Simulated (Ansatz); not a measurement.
Program: Ansatz. Geometries: PBE0-D4/def2-TZVP. ΔE: electronic, gas phase. CBS: MP2 limit from def2 TZ/QZ plus the TZ coupled-cluster correction, frozen cores. DFT in def2-TZVPP. B3LYP here is the variant with VWN-RPA as its local correlation; programs differ in this. One conformer a species, not always the lowest.

Consider the formal exchange of groups at the Si–Cl bond: `CO[Si](C)(N)Cl` + `C=C(F)S` → `CO[Si](C)(N)F` + `C=C(S)Cl`.

| level | ΔE (kJ/mol) | difference from CCSD(T)/CBS |
| --- | --- | --- |
| PBE-D4 | -51.5 | 15.5 |
| r2SCAN-D4 | -54.5 | 12.5 |
| PBE0-D4 | -52.8 | 14.2 |
| B3LYP-D4 | -58.0 | 9.0 |
| ωB97X-V | -53.6 | 13.4 |
| ωB97M-V | -54.8 | 12.2 |
| B2PLYP | -63.3 | 3.7 |
| PBE | -52.5 | 14.5 |
| r2SCAN | -55.0 | 12.0 |
| PBE0 | -53.8 | 13.2 |
| B3LYP | -59.3 | 7.7 |
| HF/def2-TZVPP | -58.4 | 8.6 |
| MP2/def2-TZVPP | -69.8 | -2.8 |
| SCS-MP2/def2-TZVPP | -69.3 | -2.3 |
| CCSD/def2-TZVPP | -64.4 | 2.6 |
| CCSD(T)/def2-TZVPP | -64.7 | 2.3 |
| HF/def2-QZVPP | -60.3 | 6.7 |
| MP2/def2-QZVPP | -71.8 | -4.8 |
| SCS-MP2/def2-QZVPP | -71.2 | -4.2 |
| HF/CBS(def2) | -60.5 | 6.5 |
| MP2/CBS(def2) | -72.1 | -5.1 |
| CCSD/CBS(def2) | -66.7 | 0.3 |
| CCSD(T)/CBS | -67.0 | 0 |

Largest T1 diagnostic among the species: 0.012.

In def2-TZVPP, CCSD(T) changes the Hartree–Fock value by −6.3 kJ/mol (the triples alone add −0.3 kJ/mol) and MP2 by −11.4 kJ/mol.
